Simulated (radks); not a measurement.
Results of a calculation; reference values are marked as such.
P2+, 13 electrons, occupied as [Ne] 3s2 4f1 (not the ground configuration).

Level of theory: non-relativistic Kohn-Sham, r2SCAN, spin-polarised, spherical densities, point nucleus; open shells are filled with parallel spins first; meta-GGA in the generalised Kohn-Sham scheme (a radial shooting solver on a logarithmic mesh with Libxc functionals).

Energy parts (Ry):
part                       energy
total                  -678.58068
kinetic                 677.76657
electron-nucleus      -1586.37265
Hartree                 274.35446
exchange-correlation    -44.32906

Orbitals (lengths in bohr, moments of r in powers of bohr):
| orbital | occ. | eigenvalue (Ry) | <r^2> |
|---|---|---|---|
| 1s up | 1 | -156.1671 | 0.01454 |
| 1s down | 1 | -156.1671 | 0.01454 |
| 2s up | 1 | -15.48939 | 0.3196 |
| 2s down | 1 | -15.48943 | 0.3196 |
| 2p up | 3 | -11.78182 | 0.2916 |
| 2p down | 3 | -11.78190 | 0.2917 |
| 3s up | 1 | -2.98402 | 3.257 |
| 3s down | 1 | -2.98161 | 3.248 |
| 4f up | 1 | -0.45258 | 38.68 |

The highest occupied level is 4f up at -6.158 eV. The electron density at the nucleus is 2193 e/bohr^3. Spin moment in Bohr magnetons: 1.
